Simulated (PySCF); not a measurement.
Sn(F)(Cl)2(OH) (Cl2FHOSn), SMILES [OH][Sn]([Cl])([F])[Cl]. Geometry optimised at PBE-D3(BJ)/def2-SVP. The structure was generated by enumeration; whether it is a known compound was not checked. The def2 effective core potentials stand for the cores of Sn; spin–orbit coupling is left out. The values are those of a single conformer.

Computed equilibrium geometry at PBE-D3(BJ)/def2-SVP (PySCF confirms it by a frequency run) as bond lengths and angles, and its point group (one conformer of several):
point group Cs.
Atoms: O1 Sn2 F3 Cl4 Cl5 H6. Bonded distances (Å): O1–Sn2 1.985, O1–H6 0.981, Sn2–F3 1.948, Sn2–Cl4 2.337, Sn2–Cl5 2.337. Angles (°): Sn2–O1–H6 107.3, O1–Sn2–F3 105.8, O1–Sn2–Cl4 111.6, O1–Sn2–Cl5 111.6, F3–Sn2–Cl4 108.8, F3–Sn2–Cl5 108.8, Cl4–Sn2–Cl5 110.1.
Charge 0, spin multiplicity 1.
